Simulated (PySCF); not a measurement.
# Energy of Mo²⁺ (molybdenum, charge +2) between two integer charges

The 4d alpha orbital of [Kr] 4d4 is emptied in steps (occupation f), with all orbitals relaxed, ending at [Kr] 4d3. Computed with PySCF 2.14 in def2-TZVPPD with the def2 core potential (28 electrons), with a scalar-relativistic core potential. The exact energy is a straight line in f; departures are measured from the line between the end points of the same method.

```tsv
f	PBE0 (eV)	r2SCAN (eV)	LC-wPBE (eV)
1	0.000	0.000	0.000
0.8	-0.663	-0.870	-0.200
0.6	-0.997	-1.306	-0.300
0.4	-0.999	-1.307	-0.301
0.2	-0.667	-0.871	-0.200
0	0.000	0.000	0.000
```

```json
{"method": "PBE0", "E(f=0) − E(f=1) (eV)": "27.241", "−ε at f=1 (eV)": "23.110", "−ε at f=0.4 (eV)": "28.065"}
{"method": "r2SCAN", "E(f=0) − E(f=1) (eV)": "27.115", "−ε at f=1 (eV)": "21.687", "−ε at f=0.4 (eV)": "28.202"}
{"method": "LC-wPBE", "E(f=0) − E(f=1) (eV)": "27.151", "−ε at f=1 (eV)": "25.909", "−ε at f=0.4 (eV)": "27.402"}
```

Orbital energy along the path (eV):

```
  f     PBE0   r2SCAN  LC-wPBE
  1  -23.110  -21.687  -25.909
0.8  -24.745  -23.847  -26.398
0.6  -26.399  -26.021  -26.897
0.4  -28.065  -28.202  -27.402
0.2  -29.738  -30.384  -27.903
  0  -31.415  -32.556  -28.402
```

Reference removal energy between the ground levels: 27.13 ± 0.12 eV (semi-empirical (NIST evaluation); NIST Atomic Spectra Database, ionization energies). The calculation has no spin-orbit coupling. The determinant left behind need not be the lowest term of the ion.
